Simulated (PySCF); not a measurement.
**Telling isomers of C$_{6}$H$_{7}$ClF$_{2}$ apart by NMR**

[PySCF: GIAO PBE0/pcSseg-1 shieldings; coordinates at the GFN2-xTB level; in vacuum; one averaged value for each set of equivalent atoms; non-relativistic Hamiltonian; one computed conformer]

δ = σ(ref) − σ, references computed at the same level: $^{1}$H (σ = 31.72 ppm), $^{13}$C (σ = 186.93 ppm) vs TMS. Splittings of carbon signals by F and P are missing where no couplings were computed. Where no couplings were computed, multiplicities follow the n + 1 count of equivalent neighbours, and m marks all less simple cases (inequivalent or close neighbours, rings, F or P nearby). Shifts are as computed. Against solution values, carbons near 30 ppm lie about +3 ppm off and those near 130 ppm about +5 ppm; carbons on Cl a further +6 ppm (rms about the fit 2.1 ppm; single classes can miss by 10 ppm). Of 1328 compounds with measured shifts, 309 miss one by over three times the rms of a fit or turn the order of signals round; such compounds aren't used in these exercises. Signals without a measured value on file couldn't be tested in this way; 1H shifts scatter by 0.2 ppm about their fit, and single ones miss by 0.5 ppm. Carbons bonded to Cl come out too deshielded.

(1) Tabulate the signals of `C/C=C1/[C@@H](F)C[C@]1(F)Cl`, `FC1CC(=C[C@H](F)Cl)C1` and their relative energies.

(2) What is the quickest way to tell C/C=C1/[C@@H](F)C[C@]1(F)Cl from FC1CC(=C[C@H](F)Cl)C1?

Results:

(1) 
```json
{"SMILES": "C/C=C1/[C@@H](F)C[C@]1(F)Cl", "carbon types": "2×C 2×CH 1×CH2 1×CH3", "δC": "149.9, 144.0, 111.7, 84.7, 51.8, 18.5", "δH": "6.53 (m, 1H), 5.42 (m, 1H), 3.14 (m, 1H), 3.12 (m, 1H), 2.19 (d, 3H)", "E rel. (kcal/mol)": "0.0"}
{"SMILES": "FC1CC(=C[C@H](F)Cl)C1", "carbon types": "1×C 3×CH 2×CH2", "δC": "150.9, 128.3, 109.1, 86.9, 43.3, 42.9", "δH": "6.83 (m, 1H), 5.78 (m, 1H), 5.27 (m, 1H), 3.55 (m, 1H), 3.41 (m, 1H), 3.21 (m, 1H), 3.20 (m, 1H)", "E rel. (kcal/mol)": "3.6"}
```

Energies are electronic energies at PBE0/pcSseg-1 on these geometries, without zero-point or thermal terms, each for the one conformer computed, which needn't be the lowest.

(2) Both give the same number of carbon signals, but DEPT or the intensities differ. The first has an allylic methyl carbon (CH3) at 18.5 ppm, the second an allylic sp3 CH bonded to Cl and F at 109.1 ppm. Their most deshielded carbons lie at 149.9 and 150.9 ppm.
